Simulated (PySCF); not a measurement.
**Where the electron goes**

Species: C5H9NOS.
Cartesian coordinates in Å at the GFN2-xTB level; atoms count from 1:
```
atom  x, y, z in Å
N1    -2.2731   -0.5606    0.3380
C2    -1.0399   -0.1095   -0.2923
C3    -0.1607   -1.3094   -0.4994
C4     1.1257   -1.3971   -0.2204
S5     2.1546   -0.0870    0.4994
O6     3.3704   -0.0633   -0.3160
C7     1.0557    1.2799   -0.0983
C8    -0.3248    1.0195    0.4688
H9    -2.9206    0.2115    0.4493
H10   -2.0778   -0.9414    1.2582
H11   -1.3227    0.2621   -1.2892
H12   -0.6857   -2.1554   -0.9246
H13    1.6975   -2.2919   -0.4101
H14    1.4805    2.2131    0.2693
H15    1.0742    1.2797   -1.1865
H16   -0.9357    1.9258    0.4222
H17   -0.2244    0.7361    1.5216
```

Method: TDDFT CAM-B3LYP/def2-SVPD, vertical, gas phase, core orbitals frozen in the response in PySCF 2.14.0, density-fitted response routines.

Frontier orbitals with the atoms that hold most of them (Löwdin shares over 4%, at most four atoms; ? is withheld):

```
orbital  ε (eV)                            atoms
 HOMO-3   -9.91    C4 28%, C3 24%, O6 17%, S5 7%
 HOMO-2   -9.09     O6 43%, N1 16%, C4 9%, S5 9%
 HOMO-1   -8.87                                ?
   HOMO       ?                                ?
   LUMO    0.31    C4 24%, C3 23%, S5 16%, C2 6%
 LUMO+1    1.08  S5 21%, C8 10%, C3 10%, H16 10%
 LUMO+2    1.37      S5 60%, C7 6%, C4 5%, O6 5%
```

Problem. Which atoms hold the HOMO, and with what shares?

Solution. O6 (bonded to S) 46%; S5 (bonded to 2 C and O) 31%; C7 (bonded to C, S and 2 H) 8%; C4 (bonded to C, S and H) 6%. By element: oxygen 46%, sulfur 31%, carbon 14% or more.

Problem. Which atoms hold the HOMO-1, and with what shares?

Solution. N1 (bonded to C and 2 H) 43%; C2 (bonded to 2 C, N and H) 9%; O6 (bonded to S) 8%; C4 (bonded to C, S and H) 7%. By element: nitrogen 43%, carbon 16% or more, oxygen 8%.

Problem. What is the HOMO energy, and the HOMO–LUMO gap?

Solution. ε(HOMO) = -8.06 eV; the gap is 8.37 eV (0.3077 hartree).

Problem. The HOMO–LUMO gap is 8.37 eV. Where does the response calculation put the lowest singlet, and from which orbitals?

Solution. S1 is at 5.10 eV (f = 0.027), 3.27 eV below the gap, made of HOMO→LUMO (86%). Without the coupling terms of the response equations the lowest excitation would equal the gap.

Problem. One configuration dominates each of S1, S3 and S4. Which, and how do the shares of the two leading atoms of either orbital change from the occupied to the empty one?

Solution. 
- S1 (5.10 eV, f 0.027), HOMO→LUMO (86%): O6 46% → at most 7%, S5 31% → 16%, C4 6% → 24%, C3 at most 7% → 23%
- S3 (5.96 eV, f 0.020), HOMO-1→LUMO (75%): N1 43% → at most 7%, C2 9% → 6%, C4 7% → 24%, C3 at most 8% → 23%
- S4 (6.18 eV, f 0.030), HOMO-2→LUMO (71%): O6 43% → at most 7%, N1 16% → at most 7%, C4 9% → 24%, C3 at most 9% → 23%

One conformer stands for the species.
